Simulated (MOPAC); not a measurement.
MOPAC input (AM1):

```
AM1 1SCF CHARGE=-1 GEO-OK AUX(PRECISION=9) THREADS=1
C2H9Si2

C    -2.53663400 1   -0.33844100 1    0.80914100 1
Si   -0.92736600 1    0.46299200 1    0.17797200 1
C     0.40200800 1   -0.74154700 1   -0.24798900 1
Si    2.15348100 1    0.16543600 1   -0.60434200 1
H    -2.94886200 1   -1.02021900 1    0.06002600 1
H    -2.34621200 1   -0.91999500 1    1.71539700 1
H    -3.30039800 1    0.40943200 1    1.04279100 1
H    -0.51755500 1    1.41935000 1    1.24837100 1
H    -1.32416100 1    1.29540800 1   -0.99635600 1
H     0.10684700 1   -1.25849500 1   -1.16918000 1
H     0.48555600 1   -1.49864200 1    0.53877800 1
H     2.51082700 1    0.39055000 1    0.87733600 1
H     2.97611200 1   -1.13545400 1   -0.71489000 1
```

From the output:

```
                                                       MOPAC v23.2.5 Linux

          FINAL HEAT OF FORMATION =        -16.34939 KCAL/MOL =     -68.40584 KJ/MOL

          COSMO AREA              =        148.55 SQUARE ANGSTROMS
          COSMO VOLUME            =        146.29 CUBIC ANGSTROMS

          IONIZATION POTENTIAL    =          1.532280 EV
          HOMO LUMO ENERGIES (EV) =         -1.532  5.271
          NO. OF FILLED LEVELS    =         13
          MOLECULAR WEIGHT        =         89.2641         POINT GROUP:  C1

          MOLECULAR DIMENSIONS (Angstroms)

            Atom       Atom       Distance
            H    13    H     7     6.69856
            H     6    H     9     3.45899
            H    12    H     5     3.37782

          SCF CALCULATIONS        =          1

   ATOM   CHEMICAL          X               Y               Z
  NUMBER   SYMBOL      (ANGSTROMS)     (ANGSTROMS)     (ANGSTROMS)

     1       C         -2.53663400  *  -0.33844100  *   0.80914100  *
     2      Si         -0.92736600  *   0.46299200  *   0.17797200  *
     3       C          0.40200800  *  -0.74154700  *  -0.24798900  *
     4      Si          2.15348100  *   0.16543600  *  -0.60434200  *
     5       H         -2.94886200  *  -1.02021900  *   0.06002600  *
     6       H         -2.34621200  *  -0.91999500  *   1.71539700  *
     7       H         -3.30039800  *   0.40943200  *   1.04279100  *
     8       H         -0.51755500  *   1.41935000  *   1.24837100  *
     9       H         -1.32416100  *   1.29540800  *  -0.99635600  *
    10       H          0.10684700  *  -1.25849500  *  -1.16918000  *
    11       H          0.48555600  *  -1.49864200  *   0.53877800  *
    12       H          2.51082700  *   0.39055000  *   0.87733600  *
    13       H          2.97611200  *  -1.13545400  *  -0.71489000  *

                             CARTESIAN COORDINATES

   1    C       -2.536634000    -0.338441000     0.809141000
   2   Si       -0.927366000     0.462992000     0.177972000
   3    C        0.402008000    -0.741547000    -0.247989000
   4   Si        2.153481000     0.165436000    -0.604342000
   5    H       -2.948862000    -1.020219000     0.060026000
   6    H       -2.346212000    -0.919995000     1.715397000
   7    H       -3.300398000     0.409432000     1.042791000
   8    H       -0.517555000     1.419350000     1.248371000
   9    H       -1.324161000     1.295408000    -0.996356000
  10    H        0.106847000    -1.258495000    -1.169180000
  11    H        0.485556000    -1.498642000     0.538778000
  12    H        2.510827000     0.390550000     0.877336000
  13    H        2.976112000    -1.135454000    -0.714890000

           Empirical Formula: C2 H9 Si2  =    13 atoms

      MOLECULAR POINT GROUP   :   C1

                  EIGENVALUES
 -25.62366 -23.18256 -11.39706 -10.89324 -10.50561  -9.45838  -8.78448  -7.96447
  -7.37000  -7.28316  -5.44003  -5.21755  -1.53228   5.27066   5.53009   5.76892
   6.42238   7.13800   7.39873   7.65161   7.66177   8.35083   8.65146   9.19946
   9.81677

              NET ATOMIC CHARGES AND DIPOLE CONTRIBUTIONS

  ATOM NO.   TYPE          CHARGE      No. of ELECS.   s-Pop       p-Pop
    1          C          -0.513991        4.5140     1.26618     3.24781
    2         Si           0.886670        3.1133     0.84392     2.26941
    3          C          -0.620133        4.6201     1.29483     3.32530
    4         Si          -0.146524        4.1465     1.18866     2.95787
    5          H           0.063150        0.9368     0.93685
    6          H           0.065395        0.9346     0.93461
    7          H           0.057375        0.9426     0.94262
    8          H          -0.212023        1.2120     1.21202
    9          H          -0.214047        1.2140     1.21405
   10          H           0.059534        0.9405     0.94047
   11          H           0.053912        0.9461     0.94609
   12          H          -0.241487        1.2415     1.24149
   13          H          -0.237832        1.2378     1.23783
 DIPOLE           X         Y         Z       TOTAL
 POINT-CHG.    -6.971     1.859    -0.015     7.215
 HYBRID        -1.378    -3.452     2.643     4.561
 SUM           -8.349    -1.593     2.629     8.897

          ATOMIC ORBITAL ELECTRON POPULATIONS

     Atom    s        px        py        pz
    1  C   1.26618   1.15108   1.05444   1.04229
    2 Si   0.84392   0.71085   0.78416   0.77439
    3  C   1.29483   1.21140   1.10022   1.01368
    4 Si   1.18866   0.67540   1.16561   1.11686
    5  H   0.93685
    6  H   0.93461
    7  H   0.94262
    8  H   1.21202
    9  H   1.21405
   10  H   0.94047
   11  H   0.94609
   12  H   1.24149
   13  H   1.23783

 **********************
 *                    *
 * JOB ENDED NORMALLY *
 *                    *
 **********************

 == MOPAC DONE ==
```

The dipole moment of an ion depends on the origin.

The geometry given is a B3LYP-D3(BJ)/def2-TZVP minimum.
